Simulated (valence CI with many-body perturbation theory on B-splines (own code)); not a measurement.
Ladder of approximations for Pt LVIII

Calculated by configuration interaction combined with many-body perturbation theory (CI+MBPT): three valence electrons over a frozen Dirac-Fock core [Ar], a basis of 9 s, 9 p, 10 d, 8 f, 5 g, 3 h, 1 i functions for each j, with the one-electron correlation potential Σ1, the two-electron term Σ2, the three-electron term Σ3, Breit, model QED; selected CI, second order for the rest (own B-spline code, finite nucleus).

The last digits are not significant, and no measured levels were compared; by estimate large intervals hold to a few tenths of a per cent, small ones and those within an open d or f shell to about a per cent. The list stops below the first excitations out of the core. Only levels of the ground parity were solved; by the run's estimate the other parity begins above the list, which can be wrong where configurations are misplaced.

Each rung adds one term. CI alone is the Dirac-Coulomb CI over the frozen core; QED comes last and gives the full result, which names the levels. Energies are above (3d3/2^3) J=3/2 on the same rung, in cm⁻¹.

Levels are named by their leading jj configuration (3d3/2^4 stands for four electrons in 3d with j = 3/2), which in mixed levels can hold well under half, so a name can repeat and another be missing. Letters in brackets count levels of one name in rising energy.

| Level | CI alone | Σ1 | Σ2 | Σ3 | Breit | QED | Full |
| --- | --- | --- | --- | --- | --- | --- | --- |
| (3d3/2^2 3d5/2) J=5/2 [a] | 703368 | +2454 | +4323 | +131 | -18903 | +2023 | 693395 |
| (3d3/2^2 3d5/2) J=3/2 | 755887 | +2453 | +1097 | +1163 | -15876 | +2004 | 746729 |
| (3d3/2^2 3d5/2) J=9/2 | 801842 | +2489 | +4398 | -114 | -33717 | +2020 | 776919 |
| (3d3/2^2 3d5/2) J=7/2 | 802186 | +2518 | +2785 | +11 | -28896 | +2046 | 780651 |
| (3d3/2^2 3d5/2) J=1/2 | 806864 | +2484 | -1188 | +1494 | -18315 | +2014 | 793352 |
| (3d3/2^2 3d5/2) J=5/2 [b] | 1016210 | +2629 | -3574 | +438 | -17597 | +2079 | 1000190 |
| (3d3/2 3d5/2^2) J=7/2 [a] | 1483940 | +4917 | +6752 | +199 | -39522 | +4034 | 1460320 |
| (3d3/2 3d5/2^2) J=9/2 | 1532600 | +4963 | +7054 | +319 | -48368 | +4060 | 1500620 |
| (3d3/2 3d5/2^2) J=3/2 [a] | 1568040 | +4961 | +2201 | -143 | -32076 | +4042 | 1547020 |
| (3d3/2 3d5/2^2) J=1/2 | 1596140 | +4979 | +406 | +1693 | -34746 | +4050 | 1572530 |
| (3d3/2 3d5/2^2) J=11/2 | 1620920 | +4992 | +6894 | +371 | -56263 | +4054 | 1580970 |
| (3d3/2 3d5/2^2) J=5/2 [a] | 1608440 | +4939 | +913 | -30 | -35206 | +4010 | 1583060 |
| (3d3/2 3d5/2^2) J=7/2 [b] | 1697700 | +5004 | +196 | +639 | -44107 | +4036 | 1663470 |
| (3d3/2 3d5/2^2) J=5/2 [b] | 1693710 | +5050 | -439 | -137 | -38565 | +4078 | 1663700 |
| (3d3/2 3d5/2^2) J=3/2 [b] | 1868210 | +5135 | -4520 | +536 | -30153 | +4088 | 1843300 |

The middle columns are the shifts that each term adds.

Task: How does the ionisation energy move along the ladder, and which term matters most?

Result: CI alone 5797.3, + Σ1 5800.0, + Σ2 5806.2, + Σ3 5806.3, + Breit 5800.4, + QED 5800.7 eV. The largest step is Σ2, 6.2 eV, with Breit about as large (-5.9). NIST lists 5800 ± 6 eV (theoretical).
